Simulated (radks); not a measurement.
Problem. Radial electron density D(r) = 4 pi r^2 rho(r) of an atom or ion with 54 electrons. Calculated with a radial shooting solver on a logarithmic mesh with Libxc functionals: Dirac Kohn-Sham, LDA (Slater exchange, Perdew-Wang correlation), spin-unpolarised, spherical densities, point nucleus.

```
   r/bohr * D(r) (the largest magnitude, 94.6, reaches the edge; | marks zero)
0.0008955 |*
 0.001043 | *
 0.001214 | *
 0.001413 |  *
 0.001645 |  *
 0.001915 |   *
 0.002229 |    *
 0.002595 |      *
 0.003021 |       *
 0.003517 |          *
 0.004095 |            *
 0.004729 |               *
 0.005505 |                  *
 0.006409 |                      *
 0.007461 |                          *
 0.008686 |                              *
  0.01011 |                                  *
  0.01177 |                                      *
   0.0137 |                                        *
  0.01595 |                                          *
  0.01857 |                                          *
  0.02162 |                                         *
  0.02517 |                                        *
   0.0293 |                                      *
  0.03411 |                                     *
  0.03971 |                                      *
  0.04623 |                                         *
  0.05382 |                                             *
  0.06266 |                                                   *
  0.07294 |                                                      *
  0.08492 |                                                      *
  0.09886 |                                                  *
   0.1142 |                                             *
   0.1329 |                                        *
   0.1547 |                                       *
   0.1801 |                                          *
   0.2097 |                                              *
   0.2441 |                                             *
   0.2842 |                                       *
   0.3309 |                            *
   0.3852 |                   *
   0.4484 |               *
    0.522 |                *
   0.6077 |                 *
   0.7075 |                *
   0.8236 |            *
   0.9588 |        *
    1.116 |     *
    1.299 |    *
    1.513 |    *
    1.761 |   *
     2.05 | *
    2.387 |*
    2.756 |*
    3.209 |*
    3.736 *
    4.349 *
    5.063 *
    5.894 *
    6.861 *
    7.988 *
    9.299 *
    10.83 *
```

What is the nuclear charge?

Solution. Z = 56. The innermost maximum, from 1s, lies near gamma/Z bohr with gamma = sqrt(1 - (Z/c)^2) = 0.913, here 0.0163 bohr (found: 0.0180), and its height grows with Z. The density is that of the barium ion Ba2+ in [Kr] 4d8 5s2 5p6 6p2; the configuration itself is not fixed sharply by these data, and Z only to a few units. D(r) has 4 maxima, at r = 0.0180, 0.0790, 0.225, 0.608 bohr, and minima at 0.0349, 0.147, 0.467 bohr, inside which lie 2.03, 11.16, 29.07 electrons.
